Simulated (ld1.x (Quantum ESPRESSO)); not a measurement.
**What one change does to a pseudopotential (rhodium, PAW)**

ld1.x (Quantum ESPRESSO) 7.5 input, shortened:

```
&input
   title='Rh', zed=45., rel=1, dft='PBE', iswitch=3,
   config='[Kr] 4d9 5s0 5p0'
 /
 &inputp
   pseudotype=3, lpaw=.true., tm=.true., lloc=-1, rcloc=2.30,
   nlcc=.true., new_core_ps=.true.,
   which_augfun='PSQ', rmatch_augfun_nc=.true.
 /
6
4S  1  0   2.00   0.00  1.35  1.55  0.0
5S  2  0   0.00   0.00  1.35  1.55  0.0
4P  2  1   6.00   0.00  1.80  2.35  0.0
5P  3  1   0.00   0.00  1.80  2.35  0.0
4D  3  2   9.00   0.00  1.15  1.40  0.0
4D  3  2   0.00   0.85  1.15  1.40  0.0
 &test
   configts(1)='4s2 4p6 4d9 5s0 5p0'
 /
```

All-electron outer shells of the reference configuration (PBE, scalar-relativistic, ld1.x):

| shell | level (eV) | outermost node (bohr) | outermost maximum (bohr) |
| --- | --- | --- | --- |
| 3p | -479.63 | 0.15 | 0.34 |
| 3d | -297.37 | – | 0.29 |
| 4s | -79.41 | 0.47 | 0.88 |
| 4p | -47.45 | 0.47 | 0.94 |
| 4d | -3.59 | 0.46 | 1.15 |
| 5s | -3.36 | 1.20 | 2.77 |
| 5p | -0.41 | 1.37 | 4.45 |

Change: waves 4s (bound): rcut 1.35, rcutus 1.72 bohr; 5s (bound): rcut 1.35, rcutus 1.72 bohr.

Cutoffs: the cutoffs (Ry, on a coarse ladder) from which the occupation-weighted sum of valence levels, in a spherical-Bessel basis at the reference potential, stays within 10 and 1 mRy of its value at 400 Ry; they do not see the model core or the augmentation charge, which bear on the density cutoff. Errors are all-electron minus pseudo energies relative to the spin-unpolarised reference configuration.

Question: Predict the effect on cutoff, ghosts and configuration errors.

Answer: The potential gets neither clearly harder nor softer (50 Ry and 90 Ry → 50 Ry and 90 Ry); the d channel sets the loose cutoff, while the largest relative change is in s, which becomes softer; of the 7 tests that both files solve, the error grows in 1 and shrinks in 3 by more than 15 % and 0.3 meV (median size 14.9 → 1.7 meV); neither file shows a bound ghost.

```csv
quantity,base,changed
"cutoff, loose",50 Ry,50 Ry
"cutoff, tight",90 Ry,90 Ry
loose cutoff by channel (10 mRy a level),"s 21 Ry, p 12 Ry, d 45 Ry","s 18 Ry, p 12 Ry, d 45 Ry"
bound ghosts,none,none
"error for 4s2 4p6 4d8 5s1 5p0, meV [ΔE 0.91 eV]",+15,+1.1
"error for 4s2 4p6 4d8 5s0 5p0, meV [ΔE 8.37 eV]",+0.2,+0.2
"error for 4s2 4p6 4d7 5s0 5p0, meV [ΔE 27.88 eV]",-1.8,-1.7
"error for 4s1 4p6 4d8 5s1 5p0, meV [ΔE 89.95 eV]",+29,-63
"error for 4s2 4p6 4d7 5s1 5p1, meV [ΔE 7.53 eV]",+23,-5.8
"error for 4s2 4p6 4d8.5 5s0.5 5p0, meV [ΔE 0.28 eV]",+3.2,+0.8
"error for 4s2 4p6 4d6 5s0 5p0, meV [ΔE 60.39 eV]",-15,-15
s: phases at 2.55 bohr within 0.05 rad from the reference energy up to (Ry; the scan ends near 5),to the end of the scan,to the end of the scan
p: phases at 2.55 bohr within 0.05 rad from the reference energy up to (Ry; the scan ends near 5),to the end of the scan,to the end of the scan
d: phases at 2.55 bohr within 0.05 rad from the reference energy up to (Ry; the scan ends near 5),to the end of the scan,to the end of the scan
lowest overlap eigenvalue by channel,"s 0.15, p 0.82, d 0.99","s 0.11, p 0.82, d 0.99"
```
